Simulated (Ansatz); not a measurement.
Calculated with Ansatz (gas phase, PBE0-D4/def2-TZVP geometries, no zero-point term in ΔE). CCSD(T)/CBS adds triple-zeta CCSD(T) − MP2 to the extrapolated MP2 energy (def2 sets, frozen cores). This one scheme is used for every species. Functionals use def2-TZVPP. B3LYP here is the variant with VWN-RPA as its local correlation; programs differ in this. One conformer a species, not always the lowest.

Consider the formal exchange of groups at the Si–Cl bond: `CO[SiH](C)Cl` + SiH₄ → `CO[SiH](C)[SiH3]` + HCl.

`CO[SiH](C)Cl`:

```xyz
12

C     1.427    1.041   -0.709
O     0.935   -0.270   -0.876
Si   -0.558   -0.778   -0.467
C    -0.916   -0.606    1.343
Cl   -1.969    0.337   -1.488
H     0.820    1.764   -1.263
H     1.445    1.332    0.347
H     2.447    1.071   -1.093
H    -0.651   -2.171   -0.948
H    -0.880    0.440    1.656
H    -0.187   -1.171    1.930
H    -1.914   -0.989    1.569
```

SiH₄:

Z-matrix (Å, degrees):
```
Si
H 1 1.485
H 1 1.485 2 109.5
H 1 1.485 2 109.5 3 -120.0
H 1 1.485 2 109.5 3 120.0
```

`CO[SiH](C)[SiH3]`:

Cartesian coordinates in Å:
```
C -0.399 2.369 0.278
O 0.448 1.266 0.063
Si -0.013 -0.288 0.379
C -1.424 -0.839 -0.718
Si 1.904 -1.593 0.060
H -1.230 2.383 -0.437
H -0.814 2.368 1.293
H 0.184 3.282 0.144
H -0.474 -0.380 1.800
H -1.149 -0.785 -1.774
H -2.313 -0.222 -0.561
H -1.694 -1.874 -0.489
H 1.593 -3.020 0.358
H 2.371 -1.509 -1.351
H 3.010 -1.159 0.955
```

HCl:

Z-matrix (Å, degrees):
```
Cl
H 1 1.279
```

```tsv
level	ΔE (kJ/mol)	difference from CCSD(T)/CBS
PBE-D4	109.1	-15.2
r2SCAN-D4	123.8	-0.5
PBE0-D4	114.7	-9.6
B3LYP-D4	123.0	-1.3
ωB97X-V	124.2	-0.1
ωB97M-V	130.6	6.3
B2PLYP	128.3	4.0
PBE	110.4	-13.9
r2SCAN	124.5	0.2
PBE0	116.1	-8.2
B3LYP	124.8	0.5
HF/def2-TZVPP	141.9	17.6
MP2/def2-TZVPP	132.0	7.7
SCS-MP2/def2-TZVPP	131.9	7.6
CCSD/def2-TZVPP	123.4	-0.9
CCSD(T)/def2-TZVPP	121.8	-2.5
HF/def2-QZVPP	142.4	18.1
MP2/def2-QZVPP	133.6	9.3
SCS-MP2/def2-QZVPP	133.5	9.2
HF/CBS(def2)	142.5	18.2
MP2/CBS(def2)	134.5	10.2
CCSD/CBS(def2)	125.9	1.6
CCSD(T)/CBS	124.3	0
```

Largest T1 diagnostic among the species: 0.011.

In def2-TZVPP, CCSD(T) changes the Hartree–Fock value by −20.1 kJ/mol (the triples alone add −1.6 kJ/mol) and MP2 by −9.9 kJ/mol. From PBE to PBE0 (25 % exact exchange), in def2-TZVPP and without D4, ΔE moves by +5.7 kJ/mol.
